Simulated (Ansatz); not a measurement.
Species: CH$_{3}$NOSi, SMILES `N#CO[SiH3]` (charge 0, multiplicity 1), formula CH$_{3}$NOSi.

Question: How many basis functions does Ansatz (a quantum-chemistry and plane-wave program) with frozen-core CCSD(T)/cc-pVQZ // B3LYP-D3(BJ)/def2-TZVP use, how many core orbitals are frozen, and how many electrons are correlated?

Answer: 314 basis functions and 8 frozen orbitals, which leaves 22 correlated electrons. Core time is of the order of minutes.
